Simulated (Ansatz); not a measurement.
System: C₃H₈N, net charge 1, singlet state. It need not be the lowest isomer of its formula. 
Coordinates optimised at B3LYP-D3(BJ)/def2-TZVP (Ansatz, a program for electronic structure):
```
C
H 1 1.0803
C 1 1.4923 2 121.09
H 3 1.0804 1 116.89 2 -0.69
H 3 1.0830 4 114.19 1 -144.66
C 1 1.4923 2 121.09 3 -72.21
H 6 1.0804 1 116.89 2 0.69
H 6 1.0830 7 114.19 1 144.66
N 1 1.4960 2 110.35 6 -143.90
H 9 1.0236 1 111.03 2 180.00
H 9 1.0246 10 107.44 1 -121.98
H 9 1.0246 10 107.44 11 -116.04
```
Charge +1, spin multiplicity 1.

Problem. Give the harmonic wavenumbers at B3LYP-D3(BJ)/def2-TZVP (Ansatz, finite differences of forces, unscaled).

Solution. 203, 355, 368, 738, 791, 836, 897, 918, 994, 1080, 1105, 1126, 1168, 1194, 1199, 1248, 1422, 1475, 1502, 1527, 1655, 1663, 3141, 3144, 3202, 3226, 3237, 3374, 3443, 3454 cm⁻¹. Zero-point energy 71.0 kcal/mol.

Problem. From these and the geometry, give the ideal-gas thermochemistry at 298.15 K and 1 atm (rigid rotor, harmonic oscillator).

Solution. Point group Cs, rotational symmetry number 1. Rotational constants 15.64, 6.226, 5.501 GHz. S(trans) 38.10, S(rot) 23.91, S(vib) 5.78, S(elec, spin only) 0.00, S 67.8 cal/(mol K). H(298) - H(0) 3.51 kcal/mol; G - E(el) 54.3 kcal/mol.
